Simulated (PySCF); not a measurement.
Radial density of H (hydrogen, neutral)

UHF, 1s1, 2S determinant. Computed with PySCF 2.14 in aug-cc-pVTZ with one added diffuse shell each of s, p, d type (5s4p3d, 32 functions), with no relativity, point nucleus.

```json
{"r (bohr)": "0.0275", "4πr²ρ (e/bohr)": "0.002708", "4πr²(ρα − ρβ)": "0.0027"}
{"r (bohr)": "0.0463", "4πr²ρ (e/bohr)": "0.007552", "4πr²(ρα − ρβ)": "0.0076"}
{"r (bohr)": "0.0778", "4πr²ρ (e/bohr)": "0.02056", "4πr²(ρα − ρβ)": "0.0206"}
{"r (bohr)": "0.131", "4πr²ρ (e/bohr)": "0.05294", "4πr²(ρα − ρβ)": "0.0529"}
{"r (bohr)": "0.220", "4πr²ρ (e/bohr)": "0.1242", "4πr²(ρα − ρβ)": "0.1242"}
{"r (bohr)": "0.370", "4πr²ρ (e/bohr)": "0.2616", "4πr²(ρα − ρβ)": "0.2616"}
{"r (bohr)": "0.623", "4πr²ρ (e/bohr)": "0.4454", "4πr²(ρα − ρβ)": "0.4454"}
{"r (bohr)": "1.05", "4πr²ρ (e/bohr)": "0.5421", "4πr²(ρα − ρβ)": "0.5421"}
{"r (bohr)": "1.76", "4πr²ρ (e/bohr)": "0.3649", "4πr²(ρα − ρβ)": "0.3649"}
{"r (bohr)": "2.96", "4πr²ρ (e/bohr)": "0.09238", "4πr²(ρα − ρβ)": "0.0924"}
{"r (bohr)": "4.99", "4πr²ρ (e/bohr)": "0.005052", "4πr²(ρα − ρβ)": "0.0051"}
```
